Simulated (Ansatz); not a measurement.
Counterpoise correction, worked out

The pair of Cu⁺ (SMILES [Cu+], atom 1) and C2H4 (SMILES C=C, atoms 2–7), both closed shells, in one local arrangement (a lower one may exist), relaxed at PBE0-D4/def2-TZVP:

Cu1  (1.241, 0.357, -1.187)
C2  (-0.008, 0.524, 0.495)
C3  (-0.324, -0.619, -0.178)
H4  (0.680, 0.508, 1.338)
H5  (-0.558, 1.446, 0.325)
H6  (-1.134, -0.639, -0.903)
H7  (0.104, -1.577, 0.110)
(Å)

Computed with Ansatz 0.2.0 (basis: def2-TZVPPD); correlated methods freeze the cores. The 3s and 3p shells of Cu and Zn are frozen; filled d shells are correlated.

MP2 total energies in eV:

| system | geometry | basis functions | energy |
| --- | --- | --- | --- |
| pair | pair | all | -46738.56890 |
| Cu⁺ | as in the pair | all (partner as ghosts) | -44603.23812 |
| C2H4 | as in the pair | all (partner as ghosts) | -2133.37557 |
| Cu⁺ | as in the pair | its own | -44603.16471 |
| C2H4 | as in the pair | its own | -2133.34984 |
| Cu⁺ | free (PBE0-D4 minimum) | its own | -44603.16471 |
| C2H4 | free (PBE0-D4 minimum) | its own | -2133.42031 |

**Question.** Work out the interaction energy with and without the counterpoise correction, the superposition error, and the binding energy from the relaxed fragments.

**Answer.** Without correction: -46738.56890 − (-44603.16471) − (-2133.34984) = -2.05435 eV.
With correction (each fragment in the whole basis): -46738.56890 − (-44603.23812) − (-2133.37557) = -1.95521 eV = -45.09 kcal/mol.
The superposition error is the difference, 0.09914 eV, 5 % of the uncorrected value: each fragment borrows its partner's functions.
Deformation from the free shapes: 0.00000 eV for Cu⁺ and 0.07047 eV for C2H4.
Binding energy from relaxed fragments: -1.95521 + 0.00000 + 0.07047 = -1.88474 eV = -43.46 kcal/mol (electronic, without zero-point energy; negative means bound). For comparison, the corrected interaction energy by CCSD(T) at an estimated basis limit (MP2 extrapolated from triple and quadruple zeta, plus CCSD(T) − MP2 in triple zeta) is -1.935 eV.

No T1 diagnostic of these runs exceeds 0.019. The restricted Hartree–Fock reference is unstable towards an unrestricted one at one or more of these structures.

For scale, one of the runs: CCSD(T)/def2-TZVPPD, 209 basis functions, launched by `ansatz run in.yaml --threads 4 --pin off --events-out ev --progress --plain --max-ram 9574MiB`. Hardware: 4 CPU threads of an AMD EPYC 7R43, shared host. Wall time 9.5 s; peak host memory 1.5 GiB.
